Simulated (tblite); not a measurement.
Here is a computed GFN2-xTB geometry (Å):
```
atom  x, y, z in Å
C1    -0.7869   -1.6211    0.2470
N2    -1.0280   -0.2687    0.2609
C3    -2.3783    0.1190    0.5973
Si4    0.0680    0.8691   -0.4401
O5    -0.4317    2.3190    0.0944
O6     1.5794    0.5974    0.0759
Si7    2.7689   -0.3949    0.5494
H8    -1.4676   -2.2618    0.7733
H9     0.2179   -1.9416    0.0604
H10   -2.6699   -0.3312    1.5486
H11   -3.0827   -0.2112   -0.1713
H12   -2.4290    1.2000    0.6794
H13    0.1308    0.8527   -1.8984
H14    0.2207    2.9952    0.2515
H15    2.9405   -1.4353   -0.4645
H16    2.4155   -0.9695    1.8463
H17    3.9255    0.4949    0.6295
```

Doublet state.

Q: Which heavy atoms are bonded, and with what formal order?

A: C1–N2 1.37 Å (single); N2–C3 1.44 Å (single); N2–Si4 1.73 Å (single); Si4–O5 1.62 Å (single); Si4–O6 1.62 Å (single); O6–Si7 1.62 Å (single). Bonds to hydrogen (Å): C1–H8 1.07; C1–H9 1.07; C3–H10 1.09; C3–H11 1.09; C3–H12 1.09; Si4–H13 1.46; O5–H14 0.95; Si7–H15 1.46; Si7–H16 1.46; Si7–H17 1.46.

Q: Give the structure as a SMILES string.

A: `[CH2]N(C)[Si@@H](O)O[SiH3]`, C2H10NO2Si2.

Q: What is the point group of this geometry?

A: C1 (no symmetry element, even within 0.4 Å).

Q: Classify the heavy atoms.

A: C1: carbon bonded to N and 2 H; N2: nitrogen bonded to 2 C and Si; C3: carbon bonded to N and 3 H; Si4: silicon bonded to N, 2 O and H; O5: oxygen bonded to Si and H; O6: oxygen bonded to 2 Si; Si7: silicon bonded to O and 3 H.

Q: What is the arrangement about O6?

A: It has 2 neighbours (Si4, Si7) and is bent (angle 151.8°).

Q: What is the arrangement about N2?

A: It has 3 neighbours (C1, C3, Si4) and is almost planar (angles 122.2°, 120.7° and 115.5°, sum 358.4°, 0.11 Å off the plane of its three neighbours).
